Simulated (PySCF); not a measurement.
Identify the compound

An unknown has the formula C₄H₈F₂O₂. Its calculated NMR data are:

$^{1}$H NMR (400 MHz, computed): δ 4.78 (m, 2H), 3.83 (s, 6H).

$^{13}$C{$^{1}$H} NMR (computed): δ 124.8 (C), 89.7 (CH2), 53.8 (CH3, 2C).

- geometry: GFN2-xTB
- PBE0/pcSseg-1 with gauge-including orbitals
- program: PySCF 2.14
- rapidly exchanging positions averaged, no solvent, single conformer, non-relativistic Hamiltonian

Referencing at the same level of theory: TMS for $^{1}$H (σref 31.72) and $^{13}$C (σref 186.93).

Which of these isomers gave the spectra?
A. CO[C@@H](F)[C@H](F)OC
B. CCOC(F)(F)OC
C. COCC(F)(F)OC
D. COC(OC)C(F)F
E. COC(F)(CF)OC

Results:

E. 

1. The formula gives 0 degrees of unsaturation.
2. 3 carbon signals for 4 carbons: some carbons are equivalent by symmetry or fast rotation.
3. Carbon types of the structure: 1 × C, 1 × CH2, 2 × CH3, which accounts for all hydrogens.
4. δC 124.8: sp3 carbon bearing two oxygens; 3 electronegative neighbours deshield it.
5. δC 89.7: sp3 CH2 bonded to F; deshielded by the electronegative neighbour.
6. δC 53.8: methyl carbon bonded to O; deshielded by the electronegative neighbour.
7. δH 4.78: hydrogen on an sp3 CH2 bonded to F; its carbon carries F, hence the downfield position.
8. δH 3.83: hydrogen on a methyl carbon bonded to O; its carbon carries O, which withdraws density.

The others: CO[C@@H](F)[C@H](F)OC would give 2 carbon signals, not 3; COC(OC)C(F)F would give 3 signals for carbon-bound and other non-exchanging H, not 2; CCOC(F)(F)OC would give 4 carbon signals, not 3; COCC(F)(F)OC would give 4 carbon signals, not 3.

Splittings by $^{19}$F in the carbon and heteronuclear signals aren't shown, as no couplings were computed. Shifts are as computed. Against solution values, carbons near 30 ppm lie about +3 ppm off and those near 130 ppm about +5 ppm. Of 1211 compounds with measured shifts, 218 miss one by over three times the rms of a fit or turn the order of signals round; such compounds aren't used in these exercises. No couplings were computed; multiplicities are counted from neighbouring protons, with m where these are inequivalent, close in shift, in a saturated or five-membered ring or joined by F or P, and br s for small geminal =CH2 splittings.
